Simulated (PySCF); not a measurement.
This PySCF input asks for the NMR shieldings of `C#CPP(/C=C/C)C(=C)C`, C$_{8}$H$_{12}$P$_{2}$; the geometry comes from GFN2-xTB.

```python
import basis_set_exchange as bse
import numpy as np
from pyscf import gto, dft
from pyscf.prop import nmr

atoms = """
C     0.731556    1.577259    3.992670
C    -0.106040    1.121448    3.259087
P    -1.256001    0.257415    2.241711
P    -0.530186    1.112160    0.362799
C     1.008325    0.144465    0.290683
C     1.627822   -0.174071   -0.839489
C     2.938103   -0.881382   -0.911121
C    -1.639401    0.153350   -0.751687
C    -2.524798    0.841780   -1.461380
C    -1.545243   -1.339192   -0.792111
H     1.444542    2.031362    4.617148
H    -2.274637    1.218510    2.369407
H     1.476400   -0.058899    1.248666
H     1.173616    0.072539   -1.792208
H     3.671532   -0.253803   -1.417708
H     3.307212   -1.120614    0.083402
H     2.841937   -1.803296   -1.484981
H    -2.568053    1.917671   -1.415795
H    -3.237011    0.359605   -2.113175
H    -1.617065   -1.750474    0.215594
H    -2.345200   -1.754568   -1.402147
H    -0.587824   -1.651880   -1.206392
"""
names = dict.fromkeys(["C", "P", "H"], "pcSseg-1")
basis = {el: gto.basis.parse(bse.get_basis(n, elements=[el], fmt="nwchem")) for el, n in names.items()}
mol = gto.M(atom=atoms, basis=basis, charge=0, verbose=0)
mf = dft.RKS(mol, xc="PBE0")
mf.grids.level = 2
mf.grids.alignment = dft.numint.BLKSIZE   # the property module wants whole blocks of grid points
mf.conv_tol = 1e-9
mf.kernel()

calc = nmr.RKS(mf)   # GIAO
C = mf.mo_coeff
Co = C[:, mf.mo_occ > 0]
resp = mf.gen_response(singlet=True, hermi=2)
def vind(x):   # induced exchange potential for any number of trial vectors
    d = np.einsum("pi,xij,qj->xpq", C, 2 * x.reshape(-1, C.shape[1], Co.shape[1]), Co, optimize=True)
    return np.einsum("xpq,pi,qj->xij", resp(d - d.transpose(0, 2, 1)), C, Co, optimize=True).ravel()
mo1, _ = nmr.rhf.solve_mo1(calc, with_cphf=vind)
sigma = calc.kernel(mo1)
for i, s in enumerate(sigma):   # ppm
    w = np.linalg.eigvalsh((s + s.T) / 2)
    print("%2d %-2s iso %8.1f  s11 %8.1f  s22 %8.1f  s33 %8.1f" % (i, mol.atom_pure_symbol(i), w.mean(), *w))
```

Q: What does it print?

A: 
```
 0 C  iso     87.2  s11      2.2  s22     14.5  s33    245.0
 1 C  iso    104.4  s11      3.9  s22     16.1  s33    293.1
 2 P  iso    476.8  s11    403.2  s22    504.3  s33    523.0
 3 P  iso    361.4  s11    318.6  s22    346.9  s33    418.8
 4 C  iso     52.1  s11    -57.3  s22     72.1  s33    141.5
 5 C  iso     39.8  s11    -82.0  s22     40.5  s33    160.9
 6 C  iso    161.8  s11    148.2  s22    151.8  s33    185.6
 7 C  iso     31.8  s11    -79.8  s22     16.5  s33    158.9
 8 C  iso     48.9  s11    -65.6  s22     70.8  s33    141.3
 9 C  iso    164.8  s11    149.6  s22    161.0  s33    183.9
10 H  iso     29.6  s11     24.4  s22     24.6  s33     39.9
11 H  iso     27.6  s11     22.4  s22     26.6  s33     34.0
12 H  iso     25.6  s11     21.9  s22     24.2  s33     30.6
13 H  iso     25.8  s11     22.2  s22     23.6  s33     31.5
14 H  iso     29.6  s11     25.8  s22     27.0  s33     35.9
15 H  iso     29.7  s11     26.0  s22     29.7  s33     33.5
16 H  iso     29.6  s11     25.6  s22     27.8  s33     35.4
17 H  iso     25.6  s11     21.7  s22     24.3  s33     30.7
18 H  iso     25.7  s11     22.1  s22     24.7  s33     30.4
19 H  iso     29.5  s11     24.1  s22     30.5  s33     33.7
20 H  iso     30.0  s11     25.8  s22     28.2  s33     36.0
21 H  iso     29.1  s11     23.3  s22     30.3  s33     33.8
```

These numbers come from an equivalent density-fitted implementation of the same equations, which agrees with the script to about 0.01 ppm for H and up to a few tenths of a ppm for heavy atoms, so last digits may differ.

Size and cost of the density-fitted run: 244 basis functions, 73 s wall time on 1 thread of an Arm Neoverse V1, shared host; peak memory 1.1 GiB.
